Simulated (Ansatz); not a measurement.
A basis-limit estimate, worked out

An elementary step of SiH$_{6}$O$_{4}$, closed shell (SiH₄O₄ ([OH][Si]([OH])([OH])[OH]) + H₂ → SiH₄O₃ ([OH][SiH]([OH])[OH]) + H₂O; bonds formed: Si1–H7, O2–H6; bonds broken: Si1–O2, H6–H7). “Start” is the structure reached by relaxing down from the saddle towards the reactants; PBE0-D4/def2-TZVP structures. The saddle:

```
11
angstrom
Si -0.2817 0.0419 -0.0486
O 0.9611 0.1909 1.2783
O -0.2606 -1.2477 -1.0741
O -1.3816 -0.5263 1.0453
O -0.9165 1.4799 -0.4948
H 1.5893 0.3128 0.3911
H 1.3165 0.5205 -0.7611
H 1.0531 -0.5700 1.8673
H 0.3529 -1.1543 -1.8047
H -2.0873 -1.0486 0.6626
H -0.3451 2.0008 -1.0611
```

Computed with Ansatz 0.2.0 (basis: def2-TZVPP and def2-QZVPP); correlated methods freeze the cores.

Energies in eV:

| quantity | saddle | start |
| --- | --- | --- |
| Hartree–Fock, triple zeta (X = 3) | -16112.50548 | -16115.63423 |
| Hartree–Fock, quadruple zeta (X = 4) | -16113.17772 | -16116.32149 |
| MP2 correlation, X = 3 | -30.76173 | -30.12870 |
| MP2 correlation, X = 4 | -33.25425 | -32.61201 |
| CCSD(T) correlation, X = 3 | -32.29437 | -31.66399 |

Q: Work out the barrier at the basis limit: extrapolate Hartree–Fock as E(X) = E∞ + A exp(−7.88 √X) and the MP2 correlation as E(X) = E∞ + B X^−2.97 (the exponents that Neese and Valeev fitted for def2-TZVPP and QZVPP), then add CCSD(T) − MP2 in triple zeta.

A: Each step is linear, so take the differences first (saddle − start): Hartree–Fock 3.12875 (X = 3) and 3.14377 (X = 4); MP2 correlation -0.63303 and -0.64224; CCSD(T) correlation -0.63038.
Two points give E∞ = E(4) + w [E(4) − E(3)], with w = 1/(exp(7.88 (2 − √3)) − 1) = 0.1377 for Hartree–Fock and w = 1/((4/3)^2.97 − 1) = 0.7407 for the correlation.
Hartree–Fock: 3.14377 + 0.1377 × 0.01502 = 3.1458 eV.
MP2 correlation: -0.64224 + 0.7407 × (-0.00921) = -0.6491 eV.
CCSD(T) − MP2: -0.63038 − (-0.63303) = 0.0026 eV.
Sum: 3.1458 + (-0.6491) + 0.0026 = 2.4993 eV, or 57.64 kcal/mol. Plain CCSD(T) in triple zeta gives 2.4984 eV, so the larger basis shifts the result by 0.0009 eV.

No T1 diagnostic of these runs exceeds 0.012.

Labels in which every atom is bracketed show which atoms are joined, not bond orders.

For scale, one of the runs: CCSD(T)/def2-TZVPP, 250 basis functions, launched by `ansatz run in.yaml --threads 8 --pin off --events-out ev --progress --plain --max-ram 19148MiB`. Hardware: 8 CPU threads of an Arm Neoverse V1, shared host. Wall time 100 s; peak host memory 5.7 GiB.
